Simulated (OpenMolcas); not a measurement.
# Tm3+: ligand-field states by method

Tm3+ with its 6 nearest bromide ions at 2.781 Å, on the Y site of Cs2NaYBr6 (a = 11.3047 Å, distance in the model lattice 2.765 Å). The rest of the host is ab initio model potentials to 7.6 Å, with orthogonalisation functions on the cations behind the ligands, and point charges beyond; the distance is set by hand and nothing relaxes. Ligand basis ANO-RCC-VDZP.

- Program: OpenMolcas
- Basis: ANO-RCC-VDZP [7s6p4d2f1g]
- Scalar Hamiltonian: DKH2, point nucleus
- Active space: 12 electrons in 7 orbitals (4f)
- State averaging: 2S+1 = 3 even, 21 roots; 2S+1 = 1 even, 27 roots kept (CI in the orbitals of an earlier block)
- Spin-orbit coupling: state interaction with AMFI integrals over the reference wave functions

I. CASSCF
II. SS-CASPT2, IPEA 0.25 Eh, imaginary shift 0.1 Eh (closed shells correlated: 5s 5p and the ligand valence shells)

Spin-free states (labels of O, the rotations of Oh) in cm-1, each column counted from its own energy of the first state listed:

| State | Degeneracy | I | II |
| --- | --- | --- | --- |
| 3T1 | 3 | 0 | 0 |
| 3E | 2 | 37 | 90 |
| 3T2 | 3 | 78 | 150 |
| 3T1 | 3 | 177 | 300 |
| 3T2 | 3 | 7971 | 6520 |
| 3A2 | 1 | 7978 | 6590 |
| 3T1 | 3 | 8006 | 6620 |
| 1T2 | 3 | 8888 | 9290 |
| 1E | 2 | 9130 | 9700 |
| 1T1 | 3 | 9144 | 9360 |
| 1A1 | 1 | 9164 | 9850 |
| 1E | 2 | 27852 | 25220 |
| 1T2 | 3 | 27998 | 25380 |
| 1E | 2 | 33748 | 31940 |
| 1T2 | 3 | 33761 | 32730 |
| 1A2 | 1 | 33809 | 31440 |
| 1T2 | 3 | 33908 | 31960 |
| 1T1 | 3 | 33942 | 32230 |
| 1A1 | 1 | 33971 | 31950 |
| 3T1 | 3 | 36985 | 32660 |

From I to II, I's first state of another spin (1T2) moves from 8888 to 9290 cm-1, by about +410 cm-1.

With spin-orbit coupling the lowest J multiplet is 145 (I), 252 (II) cm-1 wide, a factor of 1.74 from I to II.

χT at 300 K: I 7.10, II 7.06 cm3 K/mol.

Roots that are degenerate in the reference are averaged as groups; the widest CASPT2 spread within a group is 550 cm-1 (the 3-fold group of multiplicity 1 near 9360 cm-1 above the lowest state of its run, II). Shifts and gaps below about the spread of the groups concerned are not significant. Over all roots computed the reference weight is 0.67 in II; a low but even weight reflects the number of correlated electrons. Without dynamic correlation the ligand-field splitting of an f shell can come out too small, at times by half (holds for I). Splittings of an f shell from a small cluster at a set distance can be off by tens of per cent, mostly too small (holds for II). No measured value stands beside these numbers; the geometry was set by hand and not optimised.
